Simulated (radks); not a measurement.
Results of a calculation; reference values are marked as such.
Spherical quantum dot in the effective-mass picture: electrons in a hard-walled sphere of radius 3.67, with a point charge +1 (a donor) at the centre, all in effective atomic units (hartree* = m*/eps^2 hartree, bohr* = eps/m* bohr), one dielectric constant everywhere. Level of theory: non-relativistic Kohn-Sham, r2SCAN, spin-polarised, spherical densities, generalised Kohn-Sham scheme (a radial shooting solver with Libxc functionals). Levels are named by radial order and angular momentum (1s, 1p, 1d, 2s, ...), and open shells are averaged over m. Results are scaled to m* = 0.035 and eps = 10.9, for which hartree* = 8.016 meV and bohr* = 16.48 nm.

N = 2, configuration 1s2. This is the lowest configuration that the search found. Occupied and some empty levels:

level  occupation  eigenvalue (meV)  <r> (nm)
1s              2            2.7296     24.55
1p              0            7.3067     34.74
2s              0            10.763     30.42
1d              0            11.685     38.64

Energy (meV): total -2.60720, kinetic 7.8110, external -15.011, Hartree 9.7463, exchange-correlation -5.1533.
